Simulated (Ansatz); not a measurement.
Ansatz (an electronic-structure program) input for C2H7ClSi2, SMILES Cl[Si@@H]1CC[SiH2]1, PBE0-D3(BJ)/def2-SVP. 

Ansatz 0.2 input:
```yaml
crystal:
  periodic: [false, false, false]
  atoms:
    - {symbol: Cl, position_ang: [2.17039624, -0.04203370, -0.70907270]}
    - {symbol: Si, position_ang: [0.55471778, -0.06919346, 0.52912605]}
    - {symbol: C, position_ang: [-0.72280472, -1.44870032, 0.10628363]}
    - {symbol: C, position_ang: [-2.03884069, -0.63214669, 0.13194187]}
    - {symbol: Si, position_ang: [-1.36444616, 1.17169195, 0.08481103]}
    - {symbol: H, position_ang: [1.12507687, -0.21152827, 1.87311342]}
    - {symbol: H, position_ang: [-0.75594933, -2.29972922, 0.78471157]}
    - {symbol: H, position_ang: [-0.55242133, -1.85761714, -0.89025175]}
    - {symbol: H, position_ang: [-2.71091142, -0.91434735, -0.67628060]}
    - {symbol: H, position_ang: [-2.57934122, -0.82232209, 1.05917018]}
    - {symbol: H, position_ang: [-1.55482795, 1.82106579, -1.21734174]}
    - {symbol: H, position_ang: [-1.96229219, 2.04915429, 1.09664275]}
basis:
  gaussian:
    orbitals: def2-SVP
hamiltonian:
  xc: pbe0
  dispersion: d3bj
relax: {f_tol: 0.002, max_steps: 200}
```

Log of the run:

```
WARN ansatz: RAYON_NUM_THREADS=1 ignored (pool sized by the plan → 1); use --threads N
Functional definition: PBE0
integrals: 0.08 GiB planned
1230 factors; integrals over basis functions are off by at most 3.8e-4 eV
mean field: 0.59 GiB planned
mean field evaluation 1: about -30437.0093 eV, gradient 4.9e1 eV
mean field evaluation 2: about -30431.1874 eV, gradient 6.5e1 eV
mean field evaluation 4: about -30443.0388 eV, gradient 1.8e0 eV
mean field evaluation 8: about -30443.0552 eV, gradient 6.1e-2 eV
mean field evaluation 16: about -30443.0552 eV, gradient 5.7e-5 eV
mean field -30443.05522328 eV, -1118.7616444117 hartree, gradient 5.7e-5 eV, S^2 0.000000; 0 other end points of the search recorded, 0 dependent functions left out
the calculation of the forces begins
reference -30443.05525221 eV, -1118.7616454748 hartree; 32, 32 occupied and 85, 85 virtual orbitals, 1230 factors
relax step   1: F+E_penalty+E_count = -30443.36099663 eV  Δ(F+E_penalty+E_count) = +0.000e0 eV  max|allowed force component| = 7.591e-1 eV/Å  Δτ_max = 0.0000 Å  (26 SCF iters, accepted)
these checks for a lower state are left out or cut short: starts, cluster_reference, orbital_swaps, neighbouring_geometries, increment
integrals: 0.08 GiB planned
1230 factors; integrals over basis functions are off by at most 5.2e-4 eV
mean field: 0.59 GiB planned
mean field -30443.15288691 eV, -1118.7652334837 hartree, gradient 8.6e-5 eV, S^2 0.000000; 0 other end points of the search recorded, 0 dependent functions left out
the calculation of the forces begins
reference -30443.15291608 eV, -1118.7652345556 hartree; 32, 32 occupied and 85, 85 virtual orbitals, 1230 factors
relax step   2: F+E_penalty+E_count = -30443.45718397 eV  Δ(F+E_penalty+E_count) = -9.619e-2 eV  max|allowed force component| = 2.733e-1 eV/Å  Δτ_max = 0.1464 Å  (25 SCF iters, accepted)
these checks for a lower state are left out or cut short: starts, cluster_reference, orbital_swaps, neighbouring_geometries, increment
integrals: 0.08 GiB planned
1230 factors; integrals over basis functions are off by at most 4.8e-4 eV
mean field: 0.59 GiB planned
mean field -30443.16845620 eV, -1118.7658056448 hartree, gradient 3.1e-5 eV, S^2 0.000000; 0 other end points of the search recorded, 0 dependent functions left out
the calculation of the forces begins
reference -30443.16848540 eV, -1118.7658067178 hartree; 32, 32 occupied and 85, 85 virtual orbitals, 1230 factors
relax step   3: F+E_penalty+E_count = -30443.47302391 eV  Δ(F+E_penalty+E_count) = -1.584e-2 eV  max|allowed force component| = 6.850e-2 eV/Å  Δτ_max = 0.0494 Å  (24 SCF iters, accepted)
these checks for a lower state are left out or cut short: starts, cluster_reference, orbital_swaps, neighbouring_geometries, increment
integrals: 0.08 GiB planned
1230 factors; integrals over basis functions are off by at most 4.8e-4 eV
mean field: 0.59 GiB planned
mean field -30443.17357820 eV, -1118.7659938747 hartree, gradient 3.1e-5 eV, S^2 0.000000; 0 other end points of the search recorded, 0 dependent functions left out
the calculation of the forces begins
reference -30443.17360740 eV, -1118.7659949478 hartree; 32, 32 occupied and 85, 85 virtual orbitals, 1230 factors
relax step   4: F+E_penalty+E_count = -30443.47834019 eV  Δ(F+E_penalty+E_count) = -5.316e-3 eV  max|allowed force component| = 5.238e-2 eV/Å  Δτ_max = 0.0383 Å  (24 SCF iters, accepted)
these checks for a lower state are left out or cut short: starts, cluster_reference, orbital_swaps, neighbouring_geometries, increment
integrals: 0.08 GiB planned
1230 factors; integrals over basis functions are off by at most 5.2e-4 eV
mean field: 0.59 GiB planned
mean field evaluation 32: about -30442.9371 eV, gradient 7.7e0 eV
mean field -30443.17689621 eV, -1118.7661158092 hartree, gradient 7.1e-6 eV, S^2 0.000000; 0 other end points of the search recorded, 0 dependent functions left out
the calculation of the forces begins
reference -30443.17692514 eV, -1118.7661168725 hartree; 32, 32 occupied and 85, 85 virtual orbitals, 1230 factors
relax step   5: F+E_penalty+E_count = -30443.48243241 eV  Δ(F+E_penalty+E_count) = -4.092e-3 eV  max|allowed force component| = 4.627e-1 eV/Å  Δτ_max = 0.1951 Å  (27 SCF iters, accepted)
these checks for a lower state are left out or cut short: starts, cluster_reference, orbital_swaps, neighbouring_geometries, increment
integrals: 0.08 GiB planned
1230 factors; integrals over basis functions are off by at most 5.7e-4 eV
mean field: 0.59 GiB planned
mean field -30443.19699826 eV, -1118.7668545459 hartree, gradient 5.0e-5 eV, S^2 0.000000; 0 other end points of the search recorded, 0 dependent functions left out
the calculation of the forces begins
reference -30443.19702699 eV, -1118.7668556020 hartree; 32, 32 occupied and 85, 85 virtual orbitals, 1230 factors
relax step   6: F+E_penalty+E_count = -30443.50349485 eV  Δ(F+E_penalty+E_count) = -2.106e-2 eV  max|allowed force component| = 3.296e-1 eV/Å  Δτ_max = 0.0897 Å  (26 SCF iters, accepted)
these checks for a lower state are left out or cut short: starts, cluster_reference, orbital_swaps, neighbouring_geometries, increment
integrals: 0.08 GiB planned
1230 factors; integrals over basis functions are off by at most 5.9e-4 eV
mean field: 0.59 GiB planned
mean field -30443.20177828 eV, -1118.7670302083 hartree, gradient 3.4e-5 eV, S^2 0.000000; 0 other end points of the search recorded, 0 dependent functions left out
the calculation of the forces begins
reference -30443.20180691 eV, -1118.7670312605 hartree; 32, 32 occupied and 85, 85 virtual orbitals, 1230 factors
relax step   7: F+E_penalty+E_count = -30443.50818376 eV  Δ(F+E_penalty+E_count) = -4.689e-3 eV  max|allowed force component| = 9.966e-2 eV/Å  Δτ_max = 0.0401 Å  (25 SCF iters, accepted)
these checks for a lower state are left out or cut short: starts, cluster_reference, orbital_swaps, neighbouring_geometries, increment
integrals: 0.08 GiB planned
1230 factors; integrals over basis functions are off by at most 5.9e-4 eV
mean field: 0.59 GiB planned
mean field -30443.20479300 eV, -1118.7671409974 hartree, gradient 3.3e-5 eV, S^2 0.000000; 0 other end points of the search recorded, 0 dependent functions left out
the calculation of the forces begins
reference -30443.20482164 eV, -1118.7671420498 hartree; 32, 32 occupied and 85, 85 virtual orbitals, 1230 factors
relax step   8: F+E_penalty+E_count = -30443.51085100 eV  Δ(F+E_penalty+E_count) = -2.667e-3 eV  max|allowed force component| = 4.359e-2 eV/Å  Δτ_max = 0.0424 Å  (25 SCF iters, accepted)
these checks for a lower state are left out or cut short: starts, cluster_reference, orbital_swaps, neighbouring_geometries, increment
integrals: 0.08 GiB planned
1230 factors; integrals over basis functions are off by at most 6.1e-4 eV
mean field: 0.59 GiB planned
mean field -30443.20537391 eV, -1118.7671623454 hartree, gradient 3.4e-5 eV, S^2 0.000000; 0 other end points of the search recorded, 0 dependent functions left out
the calculation of the forces begins
reference -30443.20540250 eV, -1118.7671633963 hartree; 32, 32 occupied and 85, 85 virtual orbitals, 1230 factors
relax step   9: F+E_penalty+E_count = -30443.51146567 eV  Δ(F+E_penalty+E_count) = -6.147e-4 eV  max|allowed force component| = 6.155e-2 eV/Å  Δτ_max = 0.0350 Å  (25 SCF iters, accepted)
these checks for a lower state are left out or cut short: starts, cluster_reference, orbital_swaps, neighbouring_geometries, increment
integrals: 0.08 GiB planned
1230 factors; integrals over basis functions are off by at most 6.1e-4 eV
mean field: 0.59 GiB planned
mean field evaluation 64: about -30443.2057 eV, gradient 1.8e-5 eV
mean field -30443.20573136 eV, -1118.7671754816 hartree, gradient 1.8e-5 eV, S^2 0.000000; 0 other end points of the search recorded, 0 dependent functions left out
the calculation of the forces begins
reference -30443.20575995 eV, -1118.7671765323 hartree; 32, 32 occupied and 85, 85 virtual orbitals, 1230 factors
relax step  10: F+E_penalty+E_count = -30443.51183366 eV  Δ(F+E_penalty+E_count) = -3.680e-4 eV  max|allowed force component| = 1.455e-2 eV/Å  Δτ_max = 0.0099 Å  (23 SCF iters, accepted)
these checks for a lower state are left out or cut short: starts, cluster_reference, orbital_swaps, neighbouring_geometries, increment
integrals: 0.08 GiB planned
1230 factors; integrals over basis functions are off by at most 6.1e-4 eV
mean field: 0.59 GiB planned
mean field -30443.20575406 eV, -1118.7671763159 hartree, gradient 6.4e-5 eV, S^2 0.000000; 0 other end points of the search recorded, 0 dependent functions left out
the calculation of the forces begins
reference -30443.20578265 eV, -1118.7671773665 hartree; 32, 32 occupied and 85, 85 virtual orbitals, 1230 factors
relax step  11: F+E_penalty+E_count = -30443.51187145 eV  Δ(F+E_penalty+E_count) = -3.779e-5 eV  max|allowed force component| = 7.140e-3 eV/Å  Δτ_max = 0.0031 Å  (21 SCF iters, accepted)
these checks for a lower state are left out or cut short: starts, cluster_reference, orbital_swaps, neighbouring_geometries, increment
integrals: 0.08 GiB planned
1230 factors; integrals over basis functions are off by at most 6.1e-4 eV
mean field: 0.59 GiB planned
mean field -30443.20569748 eV, -1118.7671742364 hartree, gradient 1.0e-5 eV, S^2 0.000000; 0 other end points of the search recorded, 0 dependent functions left out
the calculation of the forces begins
reference -30443.20572607 eV, -1118.7671752872 hartree; 32, 32 occupied and 85, 85 virtual orbitals, 1230 factors
relax step  12: F+E_penalty+E_count = -30443.51181488 eV  Δ(F+E_penalty+E_count) = +5.657e-5 eV  max|allowed force component| = 1.837e-2 eV/Å  Δτ_max = 0.0046 Å  (23 SCF iters, rejected (line search))
these checks for a lower state are left out or cut short: starts, cluster_reference, orbital_swaps, neighbouring_geometries, increment
integrals: 0.08 GiB planned
1230 factors; integrals over basis functions are off by at most 6.1e-4 eV
mean field: 0.59 GiB planned
mean field -30443.20577207 eV, -1118.7671769776 hartree, gradient 4.0e-5 eV, S^2 0.000000; 0 other end points of the search recorded, 0 dependent functions left out
the calculation of the forces begins
reference -30443.20580066 eV, -1118.7671780283 hartree; 32, 32 occupied and 85, 85 virtual orbitals, 1230 factors
relax step  13: F+E_penalty+E_count = -30443.51188435 eV  Δ(F+E_penalty+E_count) = -1.290e-5 eV  max|allowed force component| = 2.809e-3 eV/Å  Δτ_max = 0.0023 Å  (19 SCF iters, accepted)
these checks for a lower state are left out or cut short: starts, cluster_reference, orbital_swaps, neighbouring_geometries, increment
integrals: 0.08 GiB planned
1230 factors; integrals over basis functions are off by at most 6.1e-4 eV
mean field: 0.59 GiB planned
mean field -30443.20577918 eV, -1118.7671772389 hartree, gradient 1.7e-5 eV, S^2 0.000000; 0 other end points of the search recorded, 0 dependent functions left out
the calculation of the forces begins
reference -30443.20580777 eV, -1118.7671782896 hartree; 32, 32 occupied and 85, 85 virtual orbitals, 1230 factors
relax step  14: F+E_penalty+E_count = -30443.51188547 eV  Δ(F+E_penalty+E_count) = -1.118e-6 eV  max|allowed force component| = 7.823e-4 eV/Å  Δτ_max = 0.0004 Å  (19 SCF iters, accepted)
integrals: 0.08 GiB planned
1230 factors; integrals over basis functions are off by at most 6.1e-4 eV
mean field: 0.59 GiB planned
mean field evaluation 96: about -30443.2058 eV, gradient 1.0e-3 eV
mean field -30443.20577918 eV, -1118.7671772389 hartree, gradient 1.7e-5 eV, S^2 0.000000; 1 other end points of the search recorded, 0 dependent functions left out
the calculation of the forces begins
reference -30443.20580777 eV, -1118.7671782896 hartree; 32, 32 occupied and 85, 85 virtual orbitals, 1230 factors
Total energy: -30443.51191406 eV, -1118.7784274881 hartree
Atom 0 at     2.315797    -0.005836    -0.470703 Å, force     0.000211     0.000048    -0.000048 eV/Å
Atom 1 at     0.507625    -0.118252     0.543452 Å, force    -0.000008    -0.000114     0.000079 eV/Å
Atom 2 at    -0.731539    -1.436565    -0.046843 Å, force     0.000110    -0.000512    -0.000054 eV/Å
Atom 3 at    -2.026017    -0.651611     0.293936 Å, force    -0.000142     0.000354     0.000406 eV/Å
Atom 4 at    -1.385757     1.142756     0.041045 Å, force    -0.000120     0.000025    -0.000782 eV/Å
Atom 5 at     0.823085    -0.240277     1.998680 Å, force    -0.000063     0.000069    -0.000101 eV/Å
Atom 6 at    -0.667876    -2.445108     0.390624 Å, force    -0.000061    -0.000046     0.000106 eV/Å
Atom 7 at    -0.621964    -1.540111    -1.139759 Å, force    -0.000131     0.000140     0.000031 eV/Å
Atom 8 at    -2.906021    -0.953820    -0.295429 Å, force     0.000390     0.000016    -0.000252 eV/Å
Atom 9 at    -2.288854    -0.780392     1.357757 Å, force    -0.000075    -0.000121     0.000067 eV/Å
Atom 10 at    -1.449482     1.549085    -1.396618 Å, force    -0.000059     0.000026     0.000191 eV/Å
Atom 11 at    -1.960641     2.224425     0.896712 Å, force    -0.000052     0.000115     0.000356 eV/Å
Dipole moment:    -0.361883    -0.102414     0.101413 e Å
```

The calculation finished and met its thresholds.

Cost: roughly 2.3 core-minutes.
